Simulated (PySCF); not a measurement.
Isomers of C6H9O2P.

All values: PBE0/pcSseg-1 (PySCF) at GFN2-xTB geometries, gas phase, one conformer each.

Task: Rank by HOMO–LUMO gap, highest first.
A. `[CH:1]#[C:2][CH2:3][P@@:4](=[O:5])([OH:6])[C:7](=[CH2:8])[CH3:9]` with C2–C3–P4–O5 72°, C3–P4–O6–H -140°, C3–P4–C7–C8 -81°
B. `[CH:1]#[C:2][P:3]1(=[O:4])[CH2:5][CH2:6][O:7][CH2:8][CH2:9]1` with C2–P3–C5–C6 -64°, P3–C5–C6–O7 -58°, C5–C6–O7–C8 70°, C6–O7–C8–C9 -70°
C. `[CH3:1][P:2]([CH2:3][OH:4])[c:5]1[cH:6][cH:7][cH:8][o:9]1` with C1–P2–C3–O4 49°, P2–C3–O4–H 68°, C1–P2–C5–C6 55°
D. `[CH3:1][CH2:2][P@H:3](=[O:4])[c:5]1[cH:6][cH:7][cH:8][o:9]1` with C1–C2–P3–O4 55°, C2–P3–C5–C6 125°
E. `[O:1]=[P:2]1([CH2:3][OH:4])[CH:5]=[CH:6][CH2:7][CH:8]=[CH:9]1` with O1–P2–C3–O4 -48°, P2–C3–O4–H 44°, O1–P2–C5–C6 149°, C5–C6–C7–C8 -31°, C6–C7–C8–C9 31°, O1–P2–C9–C8 -150°
F. `[CH3:1][C:2](=[O:3])[P@@:4]1(=[O:5])[CH:6]=[CH:7][CH2:8][CH2:9]1` with C1–C2–P4–O5 -40°, C2–P4–C6–C7 94°, C6–C7–C8–C9 17°, C7–C8–C9–P4 -23°, C2–P4–C9–C8 -86°

Result: B (7.28 eV), A (6.99 eV), D (6.54 eV), E (6.31 eV), C (6.00 eV), F (5.36 eV).

Task: Rank by HOMO energy, highest first.
A. `[O:1]=[P:2]1([CH2:3][OH:4])[CH:5]=[CH:6][CH2:7][CH:8]=[CH:9]1` with O1–P2–C3–O4 -48°, P2–C3–O4–H 44°, O1–P2–C5–C6 149°, C5–C6–C7–C8 -31°, C6–C7–C8–C9 31°, O1–P2–C9–C8 -150°
B. `[CH:1]#[C:2][P:3]1(=[O:4])[CH2:5][CH2:6][O:7][CH2:8][CH2:9]1` with C2–P3–C5–C6 -64°, P3–C5–C6–O7 -58°, C5–C6–O7–C8 70°, C6–O7–C8–C9 -70°
C. `[CH3:1][P:2]([CH2:3][OH:4])[c:5]1[cH:6][cH:7][o:8][cH:9]1` with C1–P2–C3–O4 178°, P2–C3–O4–H 58°, C1–P2–C5–C6 -140°
D. `[CH3:1][P:2]([CH3:3])(=[O:4])[c:5]1[cH:6][cH:7][o:8][cH:9]1` with C1–P2–C5–C6 -55°
E. `[CH3:1][P:2]([CH2:3][OH:4])[c:5]1[cH:6][cH:7][cH:8][o:9]1` with C1–P2–C3–O4 49°, P2–C3–O4–H 68°, C1–P2–C5–C6 55°
F. `[CH3:1][C:2](=[O:3])[P@@:4]1(=[O:5])[CH:6]=[CH:7][CH2:8][CH2:9]1` with C1–C2–P4–O5 -40°, C2–P4–C6–C7 94°, C6–C7–C8–C9 17°, C7–C8–C9–P4 -23°, C2–P4–C9–C8 -86°

Result: E (-6.16 eV), C (-6.29 eV), F (-6.92 eV), D (-7.08 eV), A (-7.32 eV), B (-7.71 eV).

Task: Rank by the highest Hirshfeld charge on any atom, highest value first.
A. `[CH3:1][P:2]([CH2:3][OH:4])[c:5]1[cH:6][cH:7][cH:8][o:9]1` with C1–P2–C3–O4 49°, P2–C3–O4–H 68°, C1–P2–C5–C6 55°
B. `[CH:1]#[C:2][P:3]1(=[O:4])[CH2:5][CH2:6][O:7][CH2:8][CH2:9]1` with C2–P3–C5–C6 -64°, P3–C5–C6–O7 -58°, C5–C6–O7–C8 70°, C6–O7–C8–C9 -70°
C. `[CH3:1][C:2](=[O:3])[P@@:4]1(=[O:5])[CH:6]=[CH:7][CH2:8][CH2:9]1` with C1–C2–P4–O5 -40°, C2–P4–C6–C7 94°, C6–C7–C8–C9 17°, C7–C8–C9–P4 -23°, C2–P4–C9–C8 -86°
D. `[CH:1]#[C:2][CH2:3][P@@:4](=[O:5])([OH:6])[C:7](=[CH2:8])[CH3:9]` with C2–C3–P4–O5 72°, C3–P4–O6–H -140°, C3–P4–C7–C8 -81°
E. `[CH3:1][P:2]([CH2:3][OH:4])[c:5]1[cH:6][cH:7][o:8][cH:9]1` with C1–P2–C3–O4 178°, P2–C3–O4–H 58°, C1–P2–C5–C6 -140°

Result: D (+0.483 e), B (+0.438 e), C (+0.408 e), E (+0.162 e), A (+0.142 e).

All values together:

| SMILES | μ (D) | HOMO (eV) | LUMO (eV) | lowest IAO charge (e) | highest IAO charge (e) | lowest Hirshfeld charge (e) | highest Hirshfeld charge (e) |
| --- | --- | --- | --- | --- | --- | --- | --- |
| CC(=O)[P@@]1(=O)C=CCC1 | 3.00 | -6.92 | -1.56 | -0.910 (O) | +1.435 (P) | -0.402 (O) | +0.408 (P) |
| CP(CO)c1ccco1 | 1.41 | -6.16 | -0.16 | -0.607 (C) | +0.486 (P) | -0.221 (O) | +0.142 (H) |
| CP(CO)c1ccoc1 | 1.44 | -6.29 | 0.14 | -0.610 (C) | +0.493 (P) | -0.220 (O) | +0.162 (H) |
| C#CC[P@@](=O)(O)C(=C)C | 2.57 | -7.62 | -0.64 | -0.907 (O) | +1.696 (P) | -0.395 (O) | +0.483 (P) |
| CC[P@H](=O)c1ccco1 | 3.78 | -7.13 | -0.59 | -0.923 (O) | +1.431 (P) | -0.397 (O) | +0.406 (P) |
| CP(C)(=O)c1ccoc1 | 4.22 | -7.08 | -0.13 | -0.937 (O) | +1.560 (P) | -0.413 (O) | +0.437 (P) |
| C#CP1(=O)CCOCC1 | 3.91 | -7.71 | -0.43 | -0.901 (O) | +1.551 (P) | -0.398 (O) | +0.438 (P) |
| O=P1(CO)C=CCC=C1 | 4.98 | -7.32 | -1.01 | -0.928 (O) | +1.497 (P) | -0.407 (O) | +0.411 (P) |
| C=C(C)[P@@](=O)(O)C#CC | 3.45 | -7.70 | -0.69 | -0.903 (O) | +1.722 (P) | -0.398 (O) | +0.473 (P) |
| C#CC[P@](=O)(O)CC=C | 2.43 | -7.41 | -0.04 | -0.908 (O) | +1.707 (P) | -0.399 (O) | +0.486 (P) |

Conformers: `[CH3:1][C:2](=[O:3])[P@@:4]1(=[O:5])[CH:6]=[CH:7][CH2:8][CH2:9]1` with C1–C2–P4–O5 -40°, C2–P4–C6–C7 94°, C6–C7–C8–C9 17°, C7–C8–C9–P4 -23°, C2–P4–C9–C8 -86°; `[CH3:1][P:2]([CH2:3][OH:4])[c:5]1[cH:6][cH:7][cH:8][o:9]1` with C1–P2–C3–O4 49°, P2–C3–O4–H 68°, C1–P2–C5–C6 55°; `[CH3:1][P:2]([CH2:3][OH:4])[c:5]1[cH:6][cH:7][o:8][cH:9]1` with C1–P2–C3–O4 178°, P2–C3–O4–H 58°, C1–P2–C5–C6 -140°; `[CH:1]#[C:2][CH2:3][P@@:4](=[O:5])([OH:6])[C:7](=[CH2:8])[CH3:9]` with C2–C3–P4–O5 72°, C3–P4–O6–H -140°, C3–P4–C7–C8 -81°; `[CH3:1][CH2:2][P@H:3](=[O:4])[c:5]1[cH:6][cH:7][cH:8][o:9]1` with C1–C2–P3–O4 55°, C2–P3–C5–C6 125°; `[CH3:1][P:2]([CH3:3])(=[O:4])[c:5]1[cH:6][cH:7][o:8][cH:9]1` with C1–P2–C5–C6 -55°; `[CH:1]#[C:2][P:3]1(=[O:4])[CH2:5][CH2:6][O:7][CH2:8][CH2:9]1` with C2–P3–C5–C6 -64°, P3–C5–C6–O7 -58°, C5–C6–O7–C8 70°, C6–O7–C8–C9 -70°; `[O:1]=[P:2]1([CH2:3][OH:4])[CH:5]=[CH:6][CH2:7][CH:8]=[CH:9]1` with O1–P2–C3–O4 -48°, P2–C3–O4–H 44°, O1–P2–C5–C6 149°, C5–C6–C7–C8 -31°, C6–C7–C8–C9 31°, O1–P2–C9–C8 -150°; `[CH2:1]=[C:2]([CH3:3])[P@@:4](=[O:5])([OH:6])[C:7]#[C:8][CH3:9]` with C1–C2–P4–O5 -124°, C2–P4–O6–H -132°; `[CH:1]#[C:2][CH2:3][P@:4](=[O:5])([OH:6])[CH2:7][CH:8]=[CH2:9]` with C2–C3–P4–O5 -73°, C3–P4–O6–H 137°, C3–P4–C7–C8 178°, P4–C7–C8–C9 -110°.
